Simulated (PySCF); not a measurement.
## Correlation energy of F²⁺ (fluorine, charge +2)

[He] 2s1 2p4, high-spin 4P determinant (an excited configuration). Calculation: PySCF 2.14, in x2c-TZVPPall with one added diffuse shell each of s, p, d type (6s4p3d1f, 40 functions); the spin-free X2C one-electron Hamiltonian (Gaussian nucleus). Frozen: 1s2; 5 electrons correlated.

| level | correlation energy (mhartree) |
| --- | --- |
| CCSD | -111.28 |
| (T) | -1.31 |
| CCSD(T) | -112.59 |

Diagnostics: T1 = 0.0031, D1 = 0.0058, largest double amplitude 0.048.

Q: Is a single reference adequate?

A: Yes: T1 lies below 0.03 and no double amplitude reaches 0.07.
